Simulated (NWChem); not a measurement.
Molecule: C₂H₈Si₂; SMILES C(=C)([SiH3])[SiH3]

Program: NWChem. Medium grid unless said otherwise, to which SCAN and Minnesota functionals are sensitive. All runs use the structure optimised with B3LYP/6-31G* (spherical d). Total energies of different functionals are on different scales.

```tsv
level	energy (Ha)	highest occupied level (eV)	orbital gap (eV)	dipole (D)
PBE/def2-TZVP	-659.5942	-7.01	5.06	0.81
B3LYP/def2-TZVP	-660.0734	-7.88	6.73	0.84
LDA (Slater exchange, VWN5)/def2-TZVP	-656.9165	(withheld)	(withheld)	(withheld)
Hartree-Fock/def2-TZVP	-658.2815	-10.46	13.33	1.00
r2SCAN/def2-TZVP	-659.9114	-7.24	5.46	0.85
TPSSh/def2-TZVP	-660.0766	-7.49	6.11	0.85
```

**Question.** Fill in the missing entries.

**Answer.** 
- LDA (Slater exchange, VWN5)/def2-TZVP, highest occupied level (eV): -7.14
- LDA (Slater exchange, VWN5)/def2-TZVP, orbital gap (eV): 4.99
- LDA (Slater exchange, VWN5)/def2-TZVP, dipole (D): 0.76
